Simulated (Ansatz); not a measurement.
C₅H₁₂S₂, SMILES CSCCCSC.

Geometry optimised at PBE0-D3(BJ)/def2-SVP. Other conformers were not sampled.

Two levels are set side by side: PBE/def2-SVPD (Ansatz, a first-principles code) and CAM-B3LYP/def2-SVPD (Ansatz). Energy differences of separate SCF runs at the same geometry; the states with an electron removed or added have multiplicity 2 and 2. Differences are taken from unrounded values.

| quantity | CAM-B3LYP |
|---|---|
| vertical ionisation energy (eV) | 8.37 |
| vertical singlet–triplet gap (eV) | 5.14 |

**Question.** What does PBE give, and how far is it from CAM-B3LYP? (An estimate is asked for; the answer gives what the named calculation found.)

**Answer.** 
```tsv
quantity	PBE	PBE minus CAM-B3LYP
vertical ionisation energy (eV)	7.47	-0.91
vertical singlet–triplet gap (eV)	4.58	-0.55
```
